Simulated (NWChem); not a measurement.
Species: SiHClF$_{2}$; SMILES F[SiH](F)Cl

Results from NWChem. All runs use the structure optimised with B3LYP/6-31G* (spherical d). Level: PBE/def2-SVP with SMD (1 M gas to 1 M solution), gas-phase geometry. Reactions with the solvent are ignored.

Predict the results for solvent N,N-dimethylformamide. Quantities: solvation free energy (kcal/mol); cavity-dispersion-structure term (kcal/mol); dipole in solution (D).


- solvation free energy (kcal/mol) = -1.5
- cavity-dispersion-structure term (kcal/mol) = 0.0
- dipole in solution (D) = 1.41
